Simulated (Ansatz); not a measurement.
Basis-set series for C5H6AuNS, SMILES `[SH][Au-][n+]1ccccc1`. The species carries charge 0 and has multiplicity 1. Au takes the def2 core potential. All single points use the PBE0-D4/def2-TZVP geometry. It is one conformer, not always the lowest.

```csv
functional,basis,functions,energy (Eh),HOMO (eV),LUMO (eV)
PBE0-D4,def2-SVP,164,-782.14623,-5.42,-2.04
PBE0-D4,def2-TZVPP,368,-782.56221,-5.56,-2.12
ωB97M-V,def2-SVP,164,-782.35310,-7.45,0.03
ωB97M-V,def2-TZVPP,368,-782.77917,-7.63,-0.11
```

Task: Give the rows for def2-QZVPP. (An estimate is asked.)

Result: Computed: 
```
functional       basis  functions  energy (Eh)  HOMO (eV)  LUMO (eV)
   PBE0-D4  def2-QZVPP        680   -782.58880      -5.60      -2.15
   ωB97M-V  def2-QZVPP        680   -782.80438      -7.68      -0.16
```
